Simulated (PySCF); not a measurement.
SMILES C[CH2][InH][CH2]C, singlet, GFN2-xTB optimised geometry.

```
16

In    -0.87    -0.96     0.00
H     -1.60    -2.59     0.00
C      1.39    -0.96     0.00
C      1.90    -2.40    -0.03
H      1.75    -0.44     0.89
H      1.75    -0.41    -0.87
H      1.54    -2.91    -0.92
H      1.53    -2.95     0.84
H      2.99    -2.44    -0.02
C     -2.33     0.78     0.00
C     -1.61     2.12    -0.03
H     -2.96     0.70     0.89
H     -2.99     0.67    -0.87
H     -0.99     2.21    -0.93
H     -0.95     2.23     0.84
H     -2.32     2.95    -0.03
```

Density from PBE0/def2-TZVP, def2 effective core potentials past Kr in PySCF at that geometry. The core electrons that the potentials of In replace are not part of the density.

Minimum of the electron density along straight lines between bonded atoms, close to the bond critical point (lines longer than 1.1 times the sum of covalent radii, or with two minima, are not listed):

```json
[
 {"bond": "In1–H2", "length / Å": "1.785", "ρ at the minimum / e bohr⁻³": "…", "∇²ρ there / e bohr⁻⁵": "0.10", "position (fraction from the first atom)": "0.63"},
 {"bond": "In1–C3", "length / Å": "2.267", "ρ at the minimum / e bohr⁻³": "0.084", "∇²ρ there / e bohr⁻⁵": "0.10", "position (fraction from the first atom)": "0.51"},
 {"bond": "C3–C4", "length / Å": "1.522", "ρ at the minimum / e bohr⁻³": "0.244", "∇²ρ there / e bohr⁻⁵": "-0.59", "position (fraction from the first atom)": "0.50"},
 {"bond": "C3–H5", "length / Å": "1.093", "ρ at the minimum / e bohr⁻³": "0.274", "∇²ρ there / e bohr⁻⁵": "-0.91", "position (fraction from the first atom)": "0.64"},
 {"bond": "C3–H6", "length / Å": "1.093", "ρ at the minimum / e bohr⁻³": "0.274", "∇²ρ there / e bohr⁻⁵": "-0.91", "position (fraction from the first atom)": "0.64"},
 {"bond": "C4–H7", "length / Å": "1.092", "ρ at the minimum / e bohr⁻³": "0.277", "∇²ρ there / e bohr⁻⁵": "-0.94", "position (fraction from the first atom)": "0.64"},
 {"bond": "C4–H8", "length / Å": "1.092", "ρ at the minimum / e bohr⁻³": "0.277", "∇²ρ there / e bohr⁻⁵": "-0.94", "position (fraction from the first atom)": "0.64"},
 {"bond": "C4–H9", "length / Å": "1.092", "ρ at the minimum / e bohr⁻³": "0.276", "∇²ρ there / e bohr⁻⁵": "-0.94", "position (fraction from the first atom)": "0.64"},
 {"bond": "In1–C10", "length / Å": "2.275", "ρ at the minimum / e bohr⁻³": "0.083", "∇²ρ there / e bohr⁻⁵": "0.10", "position (fraction from the first atom)": "0.51"},
 {"bond": "C10–C11", "length / Å": "1.522", "ρ at the minimum / e bohr⁻³": "0.244", "∇²ρ there / e bohr⁻⁵": "-0.60", "position (fraction from the first atom)": "0.50"},
 {"bond": "C10–H12", "length / Å": "1.093", "ρ at the minimum / e bohr⁻³": "0.274", "∇²ρ there / e bohr⁻⁵": "-0.91", "position (fraction from the first atom)": "0.64"},
 {"bond": "C10–H13", "length / Å": "1.093", "ρ at the minimum / e bohr⁻³": "0.274", "∇²ρ there / e bohr⁻⁵": "-0.91", "position (fraction from the first atom)": "0.64"},
 {"bond": "C11–H14", "length / Å": "1.092", "ρ at the minimum / e bohr⁻³": "0.277", "∇²ρ there / e bohr⁻⁵": "-0.94", "position (fraction from the first atom)": "0.64"},
 {"bond": "C11–H15", "length / Å": "1.092", "ρ at the minimum / e bohr⁻³": "0.277", "∇²ρ there / e bohr⁻⁵": "-0.94", "position (fraction from the first atom)": "0.64"},
 {"bond": "C11–H16", "length / Å": "1.092", "ρ at the minimum / e bohr⁻³": "0.277", "∇²ρ there / e bohr⁻⁵": "-0.94", "position (fraction from the first atom)": "0.64"}
]
```

Problem. Complete the blanks.

Solution. 
- In1–H2, ρ at the minimum / e bohr⁻³: 0.094
